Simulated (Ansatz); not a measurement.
Molecule: BaCl (charge 0, doublet). SMILES: [Ba][Cl]
Geometry: optimised at B3LYP-D3(BJ)/def2-TZVP (Ansatz, an electronic-structure program).

Wanted: atomisation energy (electronic, to ground-state atoms), in kJ/mol. Correlated levels leave the core frozen unless marked. Open shells are spin-unrestricted. Spin-orbit coupling is left out. Frozen are the shells of the preceding noble gas and the d and f shells that filled before the atom's block. The outer core of K, Ca and their heavier congeners is not correlated, a term that matters for these elements. In def2 rows, elements after Kr have scalar-relativistic effective core potentials. CBS(X,Y): correlation extrapolated as X^-3; Hartree-Fock from the larger set. [CCSD(T)-MP2]/basis is that difference in the basis named.

```json
[
 {"level": "revPBE-D4/def2-TZVPD", "program": "Ansatz + dftd4", "atomisation energy (kJ/mol)": "457.9"},
 {"level": "PBE0/def2-QZVPP", "program": "Ansatz", "atomisation energy (kJ/mol)": "463.1"},
 {"level": "HSE06/def2-TZVPD", "program": "Ansatz", "atomisation energy (kJ/mol)": "457.4"},
 {"level": "wB97X/def2-TZVPD", "program": "Ansatz", "atomisation energy (kJ/mol)": "428.6"},
 {"level": "B2GP-PLYP-D3(BJ)/def2-TZVPD", "program": "Ansatz + dftd3", "atomisation energy (kJ/mol)": "465.0"},
 {"level": "MP2/def2-TZVPP", "program": "Ansatz", "atomisation energy (kJ/mol)": "456.6"},
 {"level": "SCS-MP2/def2-TZVPPD", "program": "Ansatz", "atomisation energy (kJ/mol)": "443.6"},
 {"level": "SCS-MP2/def2-QZVPPD", "program": "Ansatz", "atomisation energy (kJ/mol)": "453.6"},
 {"level": "RI-MP2/CBS(def2-TZVPPD,def2-QZVPPD)+[CCSD(T)-MP2]/def2-TZVPPD", "program": "Ansatz", "atomisation energy (kJ/mol)": "445.5"}
]
```
